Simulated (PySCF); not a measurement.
A PySCF script (with the pyscf-properties extension) for the NMR shieldings of SMILES [BH-]1(OCC)OCCO1, [C$_{4}$H$_{10}$BO$_{3}$]-, on a GFN2-xTB geometry:

```python
import basis_set_exchange as bse
import numpy as np
from pyscf import gto, dft
from pyscf.prop import nmr

atoms = """
C     2.898157   -0.305531    0.147632
C     1.657051    0.382842   -0.427975
O     0.631352    0.375090    0.490599
B    -0.633832    1.036191    0.005808
O    -1.659866    0.940096    1.069674
C    -2.276587   -0.288151    0.913726
C    -2.050694   -0.712106   -0.564089
O    -1.238766    0.248802   -1.133213
H     3.219191    0.211538    1.049022
H     2.660732   -1.334009    0.410209
H     3.710034   -0.299856   -0.580146
H     1.356196   -0.131425   -1.361244
H     1.920122    1.423277   -0.715864
H    -0.421905    2.178119   -0.335378
H    -1.839838   -1.043667    1.593078
H    -3.350999   -0.194427    1.150787
H    -1.582661   -1.715210   -0.606300
H    -3.006447   -0.765253   -1.117980
"""
names = dict.fromkeys(["C", "O", "B", "H"], "pcSseg-1")
basis = {el: gto.basis.parse(bse.get_basis(n, elements=[el], fmt="nwchem")) for el, n in names.items()}
mol = gto.M(atom=atoms, basis=basis, charge=-1, verbose=0)
mf = dft.RKS(mol, xc="PBE0")
mf.grids.level = 2
mf.grids.alignment = dft.numint.BLKSIZE   # the property module wants whole blocks of grid points
mf.conv_tol = 1e-9
mf.kernel()

calc = nmr.RKS(mf)   # GIAO
C = mf.mo_coeff
Co = C[:, mf.mo_occ > 0]
resp = mf.gen_response(singlet=True, hermi=2)
def vind(x):   # induced exchange potential for any number of trial vectors
    d = np.einsum("pi,xij,qj->xpq", C, 2 * x.reshape(-1, C.shape[1], Co.shape[1]), Co, optimize=True)
    return np.einsum("xpq,pi,qj->xij", resp(d - d.transpose(0, 2, 1)), C, Co, optimize=True).ravel()
mo1, _ = nmr.rhf.solve_mo1(calc, with_cphf=vind)
sigma = calc.kernel(mo1)
for i, s in enumerate(sigma):   # ppm
    w = np.linalg.eigvalsh((s + s.T) / 2)
    print("%2d %-2s iso %8.1f  s11 %8.1f  s22 %8.1f  s33 %8.1f" % (i, mol.atom_pure_symbol(i), w.mean(), *w))
```

**Question.** What are the results?

**Answer.** 
```
 0 C  iso    164.2  s11    148.0  s22    159.0  s33    185.7
 1 C  iso    124.8  s11    103.5  s22    108.4  s33    162.6
 2 O  iso    255.7  s11    201.8  s22    254.5  s33    311.0
 3 B  iso     95.2  s11     84.9  s22     94.5  s33    106.2
 4 O  iso    280.4  s11    207.4  s22    282.1  s33    351.6
 5 C  iso    117.5  s11     84.5  s22    106.2  s33    161.7
 6 C  iso    118.3  s11     87.5  s22    106.4  s33    161.0
 7 O  iso    285.9  s11    236.3  s22    270.9  s33    350.7
 8 H  iso     30.7  s11     27.4  s22     28.8  s33     35.9
 9 H  iso     30.7  s11     27.2  s22     29.4  s33     35.3
10 H  iso     31.2  s11     27.6  s22     28.5  s33     37.4
11 H  iso     28.0  s11     22.3  s22     29.3  s33     32.3
12 H  iso     28.2  s11     24.1  s22     27.7  s33     32.9
13 H  iso     28.5  s11     26.0  s22     27.6  s33     31.9
14 H  iso     27.5  s11     24.2  s22     25.3  s33     33.1
15 H  iso     27.9  s11     23.7  s22     26.0  s33     34.0
16 H  iso     27.7  s11     24.0  s22     25.9  s33     33.2
17 H  iso     27.9  s11     23.3  s22     25.9  s33     34.4
```

These numbers come from an equivalent density-fitted implementation of the same equations, which agrees with the script to about 0.01 ppm for H and up to a few tenths of a ppm for heavy atoms, so last digits may differ.

Size and cost of the density-fitted run: 186 basis functions, 55 s wall time on 1 thread of an Arm Neoverse N1, shared host; peak memory 0.83 GiB.
